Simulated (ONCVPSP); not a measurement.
# carbon (C), ONCV: configuration errors across variants

carbon, optimised norm-conserving Vanderbilt (ONCV), made with ONCVPSP 4.0.1 (LDA (Perdew-Wang 92), non-relativistic). Core [He], reference 2s2 2p2. Waves: 2s: rc 1.05 bohr, ncon 3, nbas 6, qcut 6.1 1/bohr, 3 projectors, debl 3.5 Ha; 2p: rc 2.65 bohr, ncon 4, nbas 7, qcut 4.9 1/bohr, 2 projectors, debl 3.6 Ha. Local part: polynomial inside 0.85 bohr (lpopt 5, dvloc0 6 Ha). Core correction: none.

All-electron excitation energies from the reference (eV): (1) 2s2 2p1 10.988; (2) 2s2 2p0 35.250; (3) 2s1 2p0 83.195; (4) 2s2 2p1.5 4.029.

2 further variants failed, have other tests or another functional or relativity, and are left out.

Errors AE − PS in meV (a dash: test not solved or not reliable):

```tsv
change	(1)	(2)	(3)	(4)	bound ghosts	GHOST(+) flags above zero
base	+109	+890	+1785	+17	none	s
all radii scaled by about 1.11 (s 1.16, p 2.94 bohr); local potential polynomial inside 0.94 bohr (lpopt 5, dvloc0 6 Ha)	+143	+1143	+2242	+22	none	none
p: ncon 5, nbas 8	+86	+710	+1459	+13	none	s
core correction polynomial model core, fcfact 0.75	+109	+876	+1682	+17	none	s
s: qcut 5.4	+110	+893	+1785	+17	none	s
s: rc 1.44	+112	+906	+1769	+17	none	none
local potential polynomial inside 0.90 bohr (lpopt 5, dvloc0 4 Ha)	+110	+890	+1785	+17	none	s
```

(1) Give the same row for: s: qcut 4.8; p: qcut 3.8.

## Answers

(1) +159, +1249, +2446, +25; bound ghosts: none; GHOST(+) flags above zero: s.
